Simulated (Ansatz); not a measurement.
```yaml
crystal:
  periodic: [false, false, false]
  atoms:
    - {symbol: F, position_ang: [-1.079814, -0.292420, -2.309812]}
    - {symbol: C, position_ang: [-0.569980, 0.258535, -1.218095]}
    - {symbol: C, position_ang: [-0.066190, -0.473492, -0.239426]}
    - {symbol: F, position_ang: [-0.032890, -1.802817, -0.290669]}
    - {symbol: C, position_ang: [0.533033, 0.077388, 1.011232]}
    - {symbol: F, position_ang: [0.561896, 1.427280, 0.960981]}
    - {symbol: F, position_ang: [-0.212632, -0.285478, 2.083260]}
    - {symbol: H, position_ang: [-0.595726, 1.338372, -1.190177]}
    - {symbol: H, position_ang: [1.550902, -0.293665, 1.175708]}
basis:
  gaussian: {orbitals: pcseg-2}
magnetization: {spin_polarized: true, initial_magnetization: 8}
hamiltonian: {xc: {name: revPBE}}
output: {forces: true}
```

```sh
$ ansatz run in.yaml --threads 4 --pin off --events-out ev --progress --plain --max-ram 10444MiB
```

Shortened log:

```
Functional definition: revPBE
1204 factors; their error is unknown
mean field evaluation 1: about -13955.5558 eV, gradient 6.6e1 eV
mean field evaluation 2: about -13829.8365 eV, gradient 1.6e2 eV
mean field evaluation 4: about -13942.7846 eV, gradient 7.5e1 eV
mean field evaluation 8: about -13973.8801 eV, gradient 3.2e1 eV
mean field evaluation 16: about -13977.9558 eV, gradient 5.8e-2 eV
mean field evaluation 32: about -13977.8850 eV, gradient 1.0e-5 eV
mean field -13977.88496597 eV, -513.6777979487 hartree, gradient 1.1e-5 eV, S^2 20.006263; 10 other end points of the search recorded, 0 dependent functions left out
reference -13977.88502112 eV, -513.6777999755 hartree; 32, 24 occupied and 206, 214 virtual orbitals, 1204 factors
Total energy: -13977.88502112 eV, -513.6777999755 hartree
Atom 0 at    -1.079814    -0.292420    -2.309812 Å, force    -2.061550    -0.688225    -4.465874 eV/Å
Atom 1 at    -0.569980     0.258535    -1.218095 Å, force    -1.596201     0.232713    -2.265880 eV/Å
Atom 2 at    -0.066190    -0.473492    -0.239426 Å, force     3.453333     1.594400     5.091066 eV/Å
Atom 3 at    -0.032890    -1.802817    -0.290669 Å, force     0.120442    -6.802305     0.047127 eV/Å
Atom 4 at     0.533033     0.077388     1.011232 Å, force    -5.216727    -3.275129    -1.014378 eV/Å
Atom 5 at     0.561896     1.427280     0.960981 Å, force     0.609693     6.208184     0.074014 eV/Å
Atom 6 at    -0.212632    -0.285478     2.083260 Å, force    -0.264139    -0.492614     1.865336 eV/Å
Atom 7 at    -0.595726     1.338372    -1.190177 Å, force    -0.537380     5.136871    -0.831687 eV/Å
Atom 8 at     1.550902    -0.293665     1.175708 Å, force     5.492529    -1.913896     1.500275 eV/Å
Dipole moment:    -0.958325    -0.429037    -0.165258 e Å
```

(1) Something in this input is off. What?

## Answers

(1) The spin is set far too high for this molecule. The run converged. The result belongs to that input, not to the molecule as meant.
